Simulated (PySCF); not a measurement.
Trends in electronic spectra. Computed with TDDFT B3LYP/def2-SVPD, vertical, gas phase, core orbitals frozen in the response in PySCF 2.14.0, density-fitted response routines. Geometries: PBE0-D3(BJ)/def2-SVP; one conformer of each isolated species. Triplets are in the Tamm–Dancoff approximation. Relativistic effects are left out although some hold elements past zinc.

Problem. Rank by computed LUMO energy, highest first.
A. `ClB([SiH]1CCOCC1)Cl`
B. `FC(F)(F)[Se]C(F)(F)F`
C. `CC[Si](Br)(Br)CC`
D. `[N+](C)(C)([AlH2-][O]C)C`

Solution. D (0.05 eV), C (-0.48 eV), B (-1.80 eV), A (-2.37 eV).

```json
{"SMILES": "C[O][AlH2-][N+](C)(C)C", "LUMO (eV)": "0.05", "T1 (eV)": "5.77", "α (au)": "93.2", "HOMO (eV)": "-6.55", "first f ≥ 0.01 (nm)": "210", "S1 mainly": "H→L (96%)"}
{"SMILES": "CC[Si](Br)(Br)CC", "LUMO (eV)": "-0.48", "T1 (eV)": "6.03", "α (au)": "117.8", "HOMO (eV)": "-7.89", "first f ≥ 0.01 (nm)": "193", "S1 mainly": "H→L (96%)"}
{"SMILES": "FC(F)(F)[Se]C(F)(F)F", "LUMO (eV)": "-1.80", "T1 (eV)": "4.16", "α (au)": "58.3", "HOMO (eV)": "-7.88", "first f ≥ 0.01 (nm)": "166", "S1 mainly": "H→L (100%)"}
{"SMILES": "ClB(Cl)[SiH]1CCOCC1", "LUMO (eV)": "-2.37", "T1 (eV)": "3.55", "α (au)": "120.0", "HOMO (eV)": "-7.22", "first f ≥ 0.01 (nm)": "247", "S1 mainly": "H→L (93%)"}
```

H and L stand for HOMO and LUMO.

Without π bonds the low states are Rydberg-like; a valence basis with one diffuse set may place them up to an eV too high.
